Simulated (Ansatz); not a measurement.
Consider the redistribution: `C[SiH2]Cl` + `O[SiH2]OC=S` → `C[SiH](Cl)OC=S` + silanol.

Isolated molecules relaxed with PBE0-D4/def2-TZVP in Ansatz; ΔE leaves out vibrations. CCSD(T)/CBS adds triple-zeta CCSD(T) − MP2 to the extrapolated MP2 energy (def2 sets, frozen cores). DFT in def2-TZVPP. B3LYP here is the variant with VWN-RPA as its local correlation; programs differ in this. One conformer a species, not always the lowest.

`C[SiH2]Cl`:

```xyz
8

C     0.117   -0.767   -0.648
Si   -0.213    0.677    0.472
Cl    1.252    0.780    1.919
H    -0.658   -0.828   -1.417
H     0.118   -1.702   -0.085
H     1.085   -0.660   -1.142
H    -1.513    0.538    1.172
H    -0.187    1.961   -0.271
```

`O[SiH2]OC=S`:

Z-matrix (Å, degrees):
```
Si
O 1 1.674
O 1 1.629 2 111.4
H 1 1.477 2 108.7 3 116.3
H 1 1.476 2 103.5 3 -121.5
C 2 1.329 1 125.8 3 -83.5
H 3 0.958 1 119.4 2 -67.9
S 6 1.607 2 124.5 1 173.3
H 6 1.096 2 113.9 1 -7.2
```

`C[SiH](Cl)OC=S`:

Cartesian coordinates in Å:
```
C -0.002 0.521 1.833
Si -0.081 0.676 0.002
Cl -2.003 0.996 -0.638
O 0.460 -0.772 -0.623
C 0.270 -1.293 -1.833
S 1.017 -2.609 -2.373
H -0.326 1.449 2.308
H 1.024 0.308 2.145
H -0.646 -0.291 2.176
H 0.747 1.764 -0.558
H -0.460 -0.750 -2.440
```

`O[SiH3]`:

Z-matrix (Å, degrees):
```
Si
O 1 1.648
H 1 1.489 2 111.7
H 1 1.489 2 111.7 3 120.9
H 1 1.481 2 105.9 3 -119.6
H 2 0.957 1 117.9 3 -60.5
```

```csv
level,ΔE (kJ/mol)
PBE-D4,7.3
PBE0-D4,7.6
B3LYP-D4,6.6
PBE,9.6
```

Q: What does CCSD(T)/CBS give? (Best estimate.)

A: Ansatz gave: +7.5 kJ/mol. The listed levels differ from it by -0.2, 0.1, -0.9, 2.1 kJ/mol.

Largest T1 diagnostic among the species: 0.016.

In def2-TZVPP, CCSD(T) changes the Hartree–Fock value by −3.4 kJ/mol (the triples alone add −0.7 kJ/mol) and MP2 by −4.2 kJ/mol. The D4 term adds −3.6 kJ/mol with B3LYP and −2.2 kJ/mol with PBE0; it sums over pairs of atoms, weighted by their polarisabilities, and B3LYP, whose exchange is more repulsive, gets the larger term.
